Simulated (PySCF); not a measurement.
System: C3H8ISi, net charge 0, doublet state. It need not be the lowest isomer of its formula. SMILES: [CH2][Si](C)(I)C
Coordinates optimised at B3LYP-D3(BJ)/def2-TZVP (Ansatz):
```
Si
C 1 1.8293
H 2 1.0843 1 122.40
H 2 1.0843 3 114.73 1 172.33
C 1 1.8662 2 112.18 3 -158.22
H 5 1.0907 1 110.92 2 -53.95
H 5 1.0908 6 108.11 1 121.65
H 5 1.0932 6 108.39 7 117.37
C 1 1.8662 2 112.18 3 -30.04
H 9 1.0907 1 110.92 2 53.95
H 9 1.0908 10 108.11 1 -121.65
H 9 1.0932 10 108.39 11 -117.37
I 1 2.5081 2 105.46 3 85.87
```
Charge 0, spin multiplicity 2.

Dispersion corrections to the total energy (kcal/mol) from the dftd3 and dftd4 libraries through PySCF: D3(BJ) without and D4 with the three-body term, each with the damping fitted for the functional named.

| functional | D3(BJ) | D4 |
|---|---|---|
| BP86 | -14.47 | -11.16 |
| HSE06 | (withheld) | -6.45 |
| revPBE | -19.09 | -21.04 |
| TPSS | (withheld) | -10.65 |
| BLYP | -17.82 | -16.82 |
| TPSSh | (withheld) | -9.71 |
| PBE0 | -7.46 | -6.84 |

**Question.** Some entries are withheld; supply them.

**Answer.** 
- HSE06, D3(BJ): -6.30
- TPSS, D3(BJ): -10.61
- TPSSh, D3(BJ): -9.98
